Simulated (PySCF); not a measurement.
Compound: (HBe-mu3-Cl)4 cubane, Be4Cl4H4.
Cartesian coordinates in Å at the PBE0-D3(BJ)/def2-SVP level; atoms count from 1:
```
atom  x, y, z in Å
Be1   -1.2868   -0.3371   -1.2211
H2    -2.2376   -0.5821   -2.1238
Cl3    0.0286    1.4000   -1.3649
Be4    1.6274    0.0136   -0.8157
H5     2.8187    0.0363   -1.4156
Cl6    0.3405   -1.7461   -0.8429
Be7   -0.0064   -1.3076    1.2677
H8    -0.0246   -2.2602    2.2015
Cl9   -1.7381   -0.0318    0.8883
Be10  -0.2948    1.6018    0.7850
H11   -0.5219    2.7821    1.3640
Cl12   1.4105    0.3482    1.3286
```

Computed with PySCF, PBE0-D3(BJ)/def2-SVP geometry optimisation, gas phase.

(1) Which atoms are bound to Be1, and at what distances?

(2) List the angles at Be1.

(3) Describe the arrangement about Be1 in numbers.

(4) Give some angles away from the centre.

(5) What are the rotational constants (commonest isotopes, rigid rotor)?

Results:

(1) 4 atoms: H2 1.334 Å, Cl9 2.179 Å, Cl3 2.184 Å, Cl6 2.186 Å. The nearest atom not counted as bound is Be10, at 2.96 Å (others tie with it).

(2) 
```csv
angle,degrees,distance of the outer atoms (Å)
H2–Be1–Cl9,122.2,3.10
H2–Be1–Cl3,122.1,3.10
H2–Be1–Cl6,122.0,3.11
Cl3–Be1–Cl9,94.4,3.20
Cl6–Be1–Cl9,94.4,3.20
Cl3–Be1–Cl6,94.3,3.20
```

(3) Angles from 94.3° to 122.2°; τ4 = (360° − α − β)/141° = 0.82 with α and β the two widest (0 for a square, 1 for a tetrahedron). Differences among atoms that Td makes equivalent are scatter left by the optimiser.

(4) Be1–Cl3–Be4 85.4°.

(5) A = 1089, B = 1088, C = 1088 MHz: a spherical top.

Point group: Td (every atom within 0.08 Å of its image). Charge 0, singlet. Not checked by PBE0-D3(BJ)/def2-SVP frequencies.

One conformer stands for the species.
